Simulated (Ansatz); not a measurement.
RuF, multiplicity 6 (lowest of 2S+1 = 2, 4, 6 at CCSD(T)/def2-TZVPP on PBE0 minima; our sources give no spin for the ground state, which may be another), most abundant isotopes (101.9043 and 18.9984 u). Constants from fifth-degree fits in 1/R to seven points on the lowest solution found; no spin–orbit coupling, no relativity up to Kr; ω_e x_e and α_e move by some per cent with the fit.

Correlated levels freeze the inner cores; with def2 sets outer-core shells near the valence are correlated too. CBS(a, b) extrapolates the correlation energy as X⁻³ and adds the Hartree–Fock energy of set b.

The values were computed with Ansatz (Gaussian orbitals). Values without a source in brackets are computed. In def2 rows elements past Kr take small-core potentials, without spin–orbit coupling.

| level | r_e (Å) | ω_e (cm⁻¹) | ω_e x_e (cm⁻¹) | α_e (cm⁻¹) |
|---|---|---|---|---|
| PBE/def2-TZVPP | 1.9252 | 572.5 | 3.15 | 0.00208 |
| CCSD(T)/CBS(def2-TZVPP, def2-QZVPP) | 1.9191 | 601.8 | 2.81 | 0.00186 |

Question: Derive the rotational constants, the centrifugal constant, the fundamental, the zero-point energy and the force constant.

Answer: 
μ = 16.01303 u.
- PBE/def2-TZVPP: B_e = 16.8576/(μ r_e²) = 0.28404 cm⁻¹; B₀ = B_e − α_e/2 = 0.28300 cm⁻¹; D = 4B_e³/ω_e² = 2.80e-07 cm⁻¹; fundamental ω_e − 2ω_e x_e = 566 cm⁻¹; zero-point energy ω_e/2 − ω_e x_e/4 = 285 cm⁻¹; k = μ(2πcω_e)² = 309 N/m
- CCSD(T)/CBS(def2-TZVPP, def2-QZVPP): B_e = 16.8576/(μ r_e²) = 0.28583 cm⁻¹; B₀ = B_e − α_e/2 = 0.28490 cm⁻¹; D = 4B_e³/ω_e² = 2.58e-07 cm⁻¹; fundamental ω_e − 2ω_e x_e = 596 cm⁻¹; zero-point energy ω_e/2 − ω_e x_e/4 = 300 cm⁻¹; k = μ(2πcω_e)² = 342 N/m

Ansatz is a first-principles code.
